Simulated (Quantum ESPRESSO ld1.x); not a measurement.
Results of a calculation; reference values are marked as such.
Zr4+, 36 electrons, occupied as [Ar] 3d10 4s2 4p5 5s1 (not the ground configuration).

Level of theory: scalar-relativistic Kohn-Sham, LDA (Slater exchange, Perdew-Wang correlation), spin-polarised, spherical densities, point nucleus; open shells are filled with parallel spins first (ld1.x of Quantum ESPRESSO 7.5).

Energy parts (hartree):
total: -3590.2634
kinetic: 3690.7158
electron-nucleus: -8582.9652
Hartree: 1410.3018
exchange-correlation: -108.3157

Orbitals (lengths in bohr, moments of r in powers of bohr; <r^-3> diverges for s and p1/2; r(90%) holds 90 % of the orbital's charge):
| orbital | occ. | eigenvalue (hartree) | <1/r> | <r^-3> | r(90%) | <r^2> |
|---|---|---|---|---|---|---|
| 1s up | 1 | -656.027 | 41.21 | - | 0.0664 | 0.001857 |
| 1s down | 1 | -656.019 | 41.21 | - | 0.0664 | 0.001857 |
| 2s up | 1 | -92.5703 | 9.238 | - | 0.252 | 0.03124 |
| 2s down | 1 | -92.5648 | 9.238 | - | 0.252 | 0.03124 |
| 2p up | 3 | -82.8248 | 9.009 | 2151 | 0.231 | 0.02458 |
| 2p down | 3 | -82.8178 | 9.009 | 2151 | 0.231 | 0.02458 |
| 3s up | 1 | -16.7214 | 3.137 | - | 0.680 | 0.2417 |
| 3s down | 1 | -16.7117 | 3.138 | - | 0.679 | 0.2416 |
| 3p up | 3 | -13.5463 | 2.982 | 347.0 | 0.701 | 0.2492 |
| 3p down | 3 | -13.5358 | 2.982 | 347.1 | 0.700 | 0.2489 |
| 3d up | 5 | -8.31869 | 2.744 | 45.22 | 0.727 | 0.2469 |
| 3d down | 5 | -8.30746 | 2.745 | 45.27 | 0.726 | 0.2463 |
| 4s up | 1 | -3.76701 | 1.158 | - | 1.70 | 1.555 |
| 4s down | 1 | -3.71935 | 1.160 | - | 1.70 | 1.552 |
| 4p up | 3 | -2.91446 | 1.039 | 52.18 | 1.89 | 1.893 |
| 4p down | 2 | -2.86594 | 1.040 | 52.31 | 1.89 | 1.889 |
| 5s up | 1 | -1.35726 | 0.5071 | - | 3.69 | 7.607 |
| 5s down | 0 | -1.30252 | 0.5042 | - | 3.73 | 7.731 |

The highest occupied level is 5s up at -36.933 eV. The density falls to 0.001 e/bohr^3 at r = 3.72 bohr. Summed over all electrons, <r^2> = 24.83 bohr^2, which gives a Langevin (diamagnetic) susceptibility term of -19.7 x 10^-6 cm^3/mol.
